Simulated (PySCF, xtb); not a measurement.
Al(H)3 anion (AlH₃), SMILES [AlH3] (connectivity only; charge and spin as stated), charge -1, multiplicity 2.

Harmonic wavenumbers (cm⁻¹) from GFN2-xTB in xtb at its own minimum, in rising order: 528, 528, 871, 1075, 1075, 1146.

Task: What does PySCF with PBE-D3(BJ)/def2-TZVPD give at its own minimum? (An estimate is asked for; the answer gives what the named calculation found.)

Result: 622, 722, 722, 1626, 1626, 1642. Paired by order, the mean absolute difference is 339 cm⁻¹ and the zero-point energies are 7.5 and 9.9 kcal/mol.
